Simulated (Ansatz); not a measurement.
Born–Oppenheimer molecular dynamics of BF2H2N (6 atoms, charge 0, multiplicity 1). It starts from a relaxed structure.

Computed with RKS B3LYP/def2-SVP (Ansatz 0.2.0).

```yaml
ensemble: NVT, Langevin thermostat
time_step: 0.5 fs
steps_asked: 166
set_temperature: 500 K
friction: 0.001 /fs
seed: 605769
```

First frame:

```xyz
6
Properties=species:S:1:pos:R:3
B 0.000 0.000 0.082
N 0.000 0.000 1.479
H -0.847 -0.097 2.023
H 0.847 0.097 2.023
F 1.133 0.130 -0.609
F -1.133 -0.130 -0.609
```

How far do the bonds stretch over the last three quarters of this one trajectory? (Pairs bonded in most of those frames.)


```json
{"bond": "B1–N2", "mean (Å)": "1.397", "spread (Å)": "0.013", "shortest": "1.37", "longest": "1.42"}
{"bond": "B1–F5", "mean (Å)": "1.331", "spread (Å)": "0.016", "shortest": "1.30", "longest": "1.36"}
{"bond": "B1–F6", "mean (Å)": "1.331", "spread (Å)": "0.015", "shortest": "1.32", "longest": "1.37"}
{"bond": "N2–H3", "mean (Å)": "1.014", "spread (Å)": "0.023", "shortest": "0.97", "longest": "1.05"}
{"bond": "N2–H4", "mean (Å)": "1.014", "spread (Å)": "0.017", "shortest": "0.98", "longest": "1.05"}
```

Mean temperature of the second half: 292 K. The mean temperature of the second half is 42 % below the set value. A run of 0.083 ps of so small a system gives no equilibrium averages.

Time of the run: 4.6 min on 1 thread of Arm Neoverse V1 (shared host), peak memory 0.11 GiB.
